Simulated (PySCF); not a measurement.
Species: C2H8OSeSi.
Z-matrix (Å and degrees, PBE0-D3(BJ)/def2-SVP geometry), rows numbered from 1:
```
C 
C   1  1.5097
O   2  1.4097  1  109.38
Si  3  1.6576  2  124.64  1   171.75
Se  4  2.2840  3  113.54  2   -62.37
H   1  1.0999  2  110.33  3   -60.59
H   1  1.1001  2  110.42  3    58.89
H   1  1.1004  2  110.71  3   179.15
H   2  1.1071  1  110.09  3   121.19
H   2  1.1073  1  110.31  3  -120.87
H   4  1.4943  3  110.76  2    59.17
H   4  1.4826  3  105.84  2  -178.59
H   5  1.4713  4   93.42  3    88.62
```

The calculation used PySCF 2.14.0, PBE0-D3(BJ)/def2-SVP geometry optimisation, gas phase.

Masses are those of the commonest isotopes; rigid-rotor values at the optimised geometry. The values belong to one conformer with, in the numbering `[CH3:1][CH2:2][O:3][SiH2:4][SeH:5]`, C1–C2–O3–Si4 172°, C2–O3–Si4–Se5 -62°, O3–Si4–Se5–H 89°.

Task: What are A, B and C (GHz)?

Result: Ia = 95.68, Ib = 513.79, Ic = 580.86 u·Å²; 505379 MHz·u·Å²/I gives 5282, 983.6 and 870.0 MHz, that is A = 5.2818, B = 0.9836, C = 0.8700 GHz.

Task: Classify the top.

Result: A near-prolate asymmetric top; Ray's κ = -0.949.

Task: What does the inertial defect say?

Result: Not planar: Δ = Ic − Ia − Ib = -28.61 u·Å². For a rigid frame Δ = −2 Σ m c², so Σ m c² = 14.30 u·Å² lies off the ab plane: 9.39 from hydrogen and 4.91 from heavier atoms. The atom farthest from that plane is 1.49 Å away.

Task: Give the coordinates in the principal-axis frame, origin at the centre of mass.

Result: The sense of each axis is arbitrary; atoms in the order of the calculation.
```
atom  mass (u)   a (Å)   b (Å)   c (Å)
  C1    12.000  -3.579  -0.879   0.233
  C2    12.000  -2.334  -0.420  -0.486
  O3    15.995  -1.695   0.580   0.276
 Si4    27.977  -0.199   1.210  -0.060
 Se5    79.917   1.482  -0.332   0.037
  H6     1.008  -3.320  -1.299   1.216
  H7     1.008  -4.265  -0.033   0.392
  H8     1.008  -4.103  -1.650  -0.351
  H9     1.008  -1.648  -1.275  -0.644
 H10     1.008  -2.592  -0.021  -1.486
 H11     1.008  -0.178   1.827  -1.420
 H12     1.008   0.076   2.194   1.015
 H13     1.008   1.330  -0.717  -1.375
```

Task: Where do the levels up to J = 5 lie, in K?

Result: Above 0(0,0), as E/k:
J = 1: 1(0,1) 0.089, 1(1,1) 0.295, 1(1,0) 0.301
J = 2: 2(0,2) 0.267, 2(1,2) 0.468, 2(1,1) 0.484, 2(2,1) 1.103, 2(2,0) 1.103
J = 3: 3(0,3) 0.533, 3(1,3) 0.726, 3(1,2) 0.759, 3(2,2) 1.370, 3(2,1) 1.370, 3(3,1) 2.415, 3(3,0) 2.415
J = 4: 4(0,4) 0.888, 4(1,4) 1.071, 4(1,3) 1.126, 4(2,3) 1.726, 4(2,2) 1.727, 4(3,2) 2.771, 4(3,1) 2.771, 4(4,1) 4.234, 4(4,0) 4.234
J = 5: 5(0,5) 1.331, 5(1,5) 1.502, 5(1,4) 1.584, 5(2,4) 2.170, 5(2,3) 2.174, 5(3,3) 3.216, 5(3,2) 3.216, 5(4,2) 4.679, 5(4,1) 4.679, 5(5,1) 6.560, 5(5,0) 6.560
Those of J = 1 are B + C, A + C and A + B.

Task: Predict some low-J microwave lines.

Result: The dipole components are |μa| = 0.87 D, |μb| = 0.39 D, |μc| = 1.42 D. The squared components, which scale the intensities, stand as 0.37 : 0.07 : 1.00 (a : b : c). Some lines, for components of 0.1 D or more:

| type | branch | J(Ka,Kc) | MHz | lower level (cm⁻¹) |
| --- | --- | --- | --- | --- |
| a | Q | 2(1,1) ← 2(1,2) | 341 | 0.325 |
| a | R | 2(1,2) ← 1(1,1) | 3594 | 0.205 |
| c | Q | 1(1,1) ← 1(0,1) | 4298 | 0.062 |
| b | Q | 2(1,1) ← 2(0,2) | 4528 | 0.185 |
| c | R | 1(1,0) ← 0(0,0) | 6265 | 0.000 |
| b | R | 2(1,2) ← 1(0,1) | 7892 | 0.062 |
| c | R | 2(1,1) ← 1(0,1) | 8233 | 0.062 |
| b | Q | 2(2,0) ← 2(1,1) | 12897 | 0.336 |
| b | Q | 2(2,1) ← 2(1,2) | 13235 | 0.325 |
| b | R | 2(2,0) ← 1(1,1) | 16831 | 0.205 |

No frequency check. No vibrational averaging or centrifugal distortion is included, and the geometry carries the error of its method. A rigid rotor knows nothing of internal rotation, which can split or shift real lines.

Time: 2.6 min wall; peak memory 0.55 GiB. Hardware: one thread, Arm Neoverse V1 (aarch64), shared host with 32 logical CPUs at a one-minute load of 36. That covers the optimisation of the geometry.
